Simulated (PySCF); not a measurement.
An unknown is described by computed data only.

Elements present: C, H, O and Si. Monoisotopic mass: 118.0814 u.

* 13C NMR: chemical shifts (computed TMS as zero) by class: 61.3 (1 C), 20.8 (1 C), -0.2 (3 C) ppm [GIAO PBE0/pcSseg-1]
* Dipole: 1.03 D [PBE0/pcSseg-1]
* NMR, other nuclei: isotropic shieldings of nuclei other than C and H, by class: 281 (1 O), 338 (1 Si) ppm [GIAO PBE0/pcSseg-1]
* 1H NMR: chemical shifts (computed TMS as zero) by class: 3.83 (2 H), 1.29 (3 H), 0.04 (9 H) ppm [GIAO PBE0/pcSseg-1]
* Rotational structure: rotational constants A, B, C: 2.814, 1.212, 1.180 GHz [GFN2-xTB]

Gas-phase values; electronic properties from PySCF, density fitting. Levels stand in brackets. One conformer (not necessarily the lowest) at the GFN2-xTB geometry, without solvent, vibrations or thermal averaging. Each NMR value is the plain mean over a class of atoms that symmetry, rotation or inversion makes alike.

Problem. Which formula fits the mass and the elements?

Solution. C5H14OSi (calculated 118.0814). No other formula that holds each of these elements comes within 0.0003 u with a fitting electron parity and a possible valence count.

Problem. Propose a structure and show how it fits.

Solution. Numbering: `[CH3:1][CH2:2][O:3][Si:4]([CH3:5])([CH3:6])[CH3:7]`. Its formula, C5H14OSi, gives 0 degrees of unsaturation, so no ring and no π bond. 5 carbons fall into 3 classes; from least to most shielded: sp3 carbon bound to oxygen [C2] (61.3 ppm), methyl carbon [C1] (20.8 ppm), Si-methyl carbon [C5/C6/C7] (-0.2 ppm, 3 C, up to 2.0 ppm apart in this geometry). Hydrogen classes from least to most shielded: 2 H on an sp3 carbon bound to oxygen, C2 (3.83 ppm), 3 H on a methyl carbon, C1 (1.29 ppm, a mean of values up to 0.5 ppm apart in this geometry), 9 H on 3 Si-methyl carbons, C5/C6/C7 (0.04 ppm, a mean of values up to 0.7 ppm apart in this geometry). The other shieldings belong to: 281 ppm, silyl ether oxygen [O3]; 338 ppm, oxygen-bound silicon [Si4]. The optimised geometry has point group Cs and is an asymmetric top. Structure: `CCO[Si](C)(C)C`. Computed isomers that give other values at the same levels: `CCOCCC[SiH3]` (13C chemical shifts (computed TMS as zero) by class: 73.8 (1 C), 71.2 (1 C), 31.6 (1 C), 18.0 (1 C), 6.2 (1 C) ppm); `C[SiH2]OC(C)(C)C` (13C chemical shifts (computed TMS as zero) by class: 72.7 (1 C), 32.8 (3 C), -2.1 (1 C) ppm). The assignments are read from this structure; whether some other isomer fits the data as well wasn't checked.

Shape of the structure used: `[CH3:1][CH2:2][O:3][Si:4]([CH3:5])([CH3:6])[CH3:7]`: C1–C2–O3–Si4 180°, C2–O3–Si4–C5 -61°.
